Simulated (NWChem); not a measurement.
Program: NWChem. System: C4H10Be, charge 0, spin multiplicity 1, at a geometry optimised with PBE0/def2-SVP. The structure started from a generated list of species. Level: MP2/def2-SVP, 5 core orbitals frozen.

The NWChem input:

```
start mol
memory heap 200 mb stack 900 mb global 1100 mb
geometry units angstroms nocenter noautoz
  Be     0.000000     0.000000     0.200069
  C      0.747162     1.515135     0.201984
  C      2.219259     1.577599    -0.225743
  H      0.638506     1.953865     1.214235
  H      0.147898     2.186560    -0.445970
  H      2.365997     1.205762    -1.253158
  H      2.864243     0.965874     0.426343
  H      2.623768     2.603602    -0.199039
  C     -0.747162    -1.515135     0.201984
  C     -2.219259    -1.577599    -0.225743
  H     -0.638506    -1.953865     1.214235
  H     -0.147898    -2.186560    -0.445970
  H     -2.365997    -1.205762    -1.253158
  H     -2.864243    -0.965874     0.426343
  H     -2.623768    -2.603602    -0.199039
  symmetry group C2
end
basis spherical
  * library def2-svp
end
scf
  rhf
  nopen 0
  maxiter 100
  thresh 1e-7
  semidirect memsize 60000000 filesize 0
end
mp2
  freeze core 5
end
task mp2 energy
```

Output (cleaned and shortened):

```
             Northwest Computational Chemistry Package (NWChem) 7.3.0
             --------------------------------------------------------

                                NWChem Input Module
                                -------------------

 Scaling coordinates for geometry "geometry" by  1.889725989
 (inverse scale =  0.529177249)

 Turning off AUTOSYM since
 SYMMETRY directive was detected!

                             Geometry "geometry" -> ""
                             -------------------------

 Output coordinates in angstroms (scale by  1.889725989 to convert to a.u.)

  No.       Tag          Charge          X              Y              Z
 ---- ---------------- ---------- -------------- -------------- --------------
    1 Be                   4.0000     0.00000000     0.00000000     0.20006900
    2 C                    6.0000     0.74716200     1.51513500     0.20198400
    3 C                    6.0000     2.21925900     1.57759900    -0.22574300
    4 H                    1.0000     0.63850600     1.95386500     1.21423500
    5 H                    1.0000     0.14789800     2.18656000    -0.44597000
    6 H                    1.0000     2.36599700     1.20576200    -1.25315800
    7 H                    1.0000     2.86424300     0.96587400     0.42634300
    8 H                    1.0000     2.62376800     2.60360200    -0.19903900
    9 C                    6.0000    -0.74716200    -1.51513500     0.20198400
   10 C                    6.0000    -2.21925900    -1.57759900    -0.22574300
   11 H                    1.0000    -0.63850600    -1.95386500     1.21423500
   12 H                    1.0000    -0.14789800    -2.18656000    -0.44597000
   13 H                    1.0000    -2.36599700    -1.20576200    -1.25315800
   14 H                    1.0000    -2.86424300    -0.96587400     0.42634300
   15 H                    1.0000    -2.62376800    -2.60360200    -0.19903900

 Effective nuclear repulsion energy (a.u.)     138.6293628739

            Nuclear Dipole moment (a.u.)
            ----------------------------
        X                 Y               Z
 ---------------- ---------------- ----------------
    -0.0000000000    -0.0000000000    -0.0000188973

      Symmetry information
      --------------------

 Group name             C2
 Group number              4
 Group order               2
 No. of unique centers     8

      Symmetry unique atoms

     1    2    3    4    5    6    7    8


 Summary of "ao basis" -> "" (spherical)
 ------------------------------------------------------------------------------
       Tag                 Description            Shells   Functions and Types
 ---------------- ------------------------------  ------  ---------------------
 *                          def2-svp                  on all atoms

 Summary of "ao basis" -> "ao basis" (spherical)
 ------------------------------------------------------------------------------
       Tag                 Description            Shells   Functions and Types
 ---------------- ------------------------------  ------  ---------------------
 Be                         def2-svp                 5        9   3s2p
 C                          def2-svp                 6       14   3s2p1d
 H                          def2-svp                 3        5   2s1p

                                 NWChem SCF Module
                                 -----------------

  ao basis        = "ao basis"
  functions       =   115
  atoms           =    15
[...]
              MO Center=  1.0D-15, -4.2D-16,  1.8D-01, r^2= 7.6D+00
   Bfn.  Coefficient  Atom+Function         Bfn.  Coefficient  Atom+Function
  ----- ------------  ---------------      ----- ------------  ---------------
     3      1.779278   1 Be s                12     -0.678265   2 C  s
    65     -0.678265   9 C  s                26     -0.408650   3 C  s
    79     -0.408650  10 C  s                 2     -0.363240   1 Be s

 Vector   22  Occ=0.000000D+00  E= 1.146405D-01  Symmetry=a
              MO Center=  5.5D-17,  1.9D-16,  2.0D-01, r^2= 5.3D+00
   Bfn.  Coefficient  Atom+Function         Bfn.  Coefficient  Atom+Function
  ----- ------------  ---------------      ----- ------------  ---------------
     9      1.011134   1 Be pz                6     -0.247421   1 Be pz
    39     -0.230273   4 H  s                92     -0.230273  11 H  s
    26      0.220376   3 C  s                79      0.220376  10 C  s
    49     -0.156656   6 H  s               102     -0.156656  13 H  s
    44      0.152086   5 H  s                97      0.152086  12 H  s

 center of mass
 --------------
 x =   0.00000000 y =   0.00000000 z =   0.02010078

 moments of inertia (a.u.)
 ------------------
         571.987435074314        -498.013918127687           0.000000000000
        -498.013918127687         656.011238537659           0.000000000000
           0.000000000000           0.000000000000        1159.865315598673

  Mulliken analysis of the total density
  --------------------------------------

    Atom       Charge   Shell Charges
 -----------   ------   -------------------------------------------------------
    1 Be   4     3.34   1.99  0.46 -0.01  0.86  0.05
    2 C    6     6.46   1.99  0.85  0.34  2.05  1.20  0.03
    3 C    6     6.03   1.99  0.85  0.22  2.01  0.92  0.04
    4 H    1     0.95   0.74  0.19  0.03
    5 H    1     0.95   0.74  0.19  0.03
    6 H    1     0.98   0.76  0.20  0.02
    7 H    1     0.98   0.76  0.20  0.02
    8 H    1     0.97   0.76  0.19  0.02
    9 C    6     6.46   1.99  0.85  0.34  2.05  1.20  0.03
   10 C    6     6.03   1.99  0.85  0.22  2.01  0.92  0.04
   11 H    1     0.95   0.74  0.19  0.03
   12 H    1     0.95   0.74  0.19  0.03
   13 H    1     0.98   0.76  0.20  0.02
   14 H    1     0.98   0.76  0.20  0.02
   15 H    1     0.97   0.76  0.19  0.02

       Multipole analysis of the density wrt the origin
       ------------------------------------------------

     L   x y z        total         open         nuclear
     -   - - -        -----         ----         -------
     0   0 0 0     -0.000000      0.000000     38.000000

     1   1 0 0     -0.000000      0.000000     -0.000000
     1   0 1 0     -0.000000      0.000000     -0.000000
     1   0 0 1      0.031052      0.000000     -0.000019

     2   2 0 0    -26.622521      0.000000    385.787230
     2   1 1 0     -1.811188      0.000000    298.686887
     2   1 0 1      0.000000      0.000000      0.000000
     2   0 2 0    -27.689893      0.000000    331.900910
     2   0 1 1      0.000000      0.000000      0.000000
     2   0 0 2    -24.636756      0.000000     29.251627

                   NWChem MP2 Semi-direct Energy/Gradient Module
                   ---------------------------------------------

  Basis functions       =    115
  Molecular orbitals    =    115
  Frozen core           =      5
  Frozen virtuals       =      0
  Active alpha occupied =     14
  Active beta occupied  =     14
  Active alpha virtual  =     96
  Active beta virtual   =     96
  Use MO symmetry       = T
  Use skeleton AO sym   = T

  AO/Fock/Back tols     =   1.0D-09  1.0D-09  1.0D-09

 GA uses MA = F    GA memory limited = T

 Available:
  local mem=  1.26D+08
 global mem=  1.44D+08
 local disk=  0.00D+00
  mp2_memr nvloc                    96
  nvloc new                    96
   1 passes of  14:        3145728                      61251                  26028278.
   1 passes of  14: M    126143160           G      144152750           F     122997432.

 Semi-direct pass number   1 of   1  for RHF alpha+beta  at        3.3s
  vrange nnbf                  5691
  mp2_eaftype                    99  avail_ma_in_mb                  1099
 EAF : mp2_eaftype filesize          99   13014139.
  mp2_eaf for mointskh                     99
Node 0 wrote     61.2 Mb in      0.0 s     Agg I/O rate:  2163.2 Mb/s
 Done moints_semi at        8.6s
  mp2_eaftype                    99  avail_ma_in_mb                  1000
 EAF : mp2_eaftype filesize          99   13014139.
  mp2_eaf for kh                    99
 Done maket at        9.1s
 Done multipass loop at        9.1s

          -------------------------------------------
          SCF energy                -171.796330338345
          Correlation energy          -0.611861509227
          Singlet pairs               -0.413561060461
          Triplet pairs               -0.198300448765
          Total MP2 energy          -172.408191847571
          -------------------------------------------

          ---------------------------------------------------
                    Spin Component Scaled (SCS) MP2
          Same spin pairs                     -0.132200299177
          Same spin scaling factor             0.333333333333
          Opposite spin pairs                 -0.479661210050
          Opposite spin scaling fact.          1.200000000000
          SCS-MP2 correlation energy          -0.619660218452
          Total SCS-MP2 energy              -172.415990556797
          ---------------------------------------------------

 -----------------------
 Performance information
 -----------------------

 Timer overhead =  2.19D-07 seconds/call

               Nr. of calls         CPU time (s)                 Wall time (s)                GFlops
             ---------------    -------------------     ------------------------------   -------------------
Name         Min   Avg   Max    Min     Avg     Max     Min     Avg     Max   Mx/calls   Min     Max     Sum
mp2: moin     1     1     1    5.3     5.3     5.3      5.3     5.3     5.3     5.3      0.0     0.0     0.0
mp2: make     1     1     1   0.49    0.49    0.49     0.49    0.49    0.49    0.49      0.0     0.0     0.0
mp2: tota     1     1     1    5.8     5.8     5.8      5.8     5.8     5.8     5.8      0.0     0.0     0.0

 The average no. of pstat calls per process was 3.00D+00
 with a timing overhead of 6.58D-07s

 Task  times  cpu:        9.0s     wall:        9.0s

 Total times  cpu:        9.1s     wall:        9.1s
```
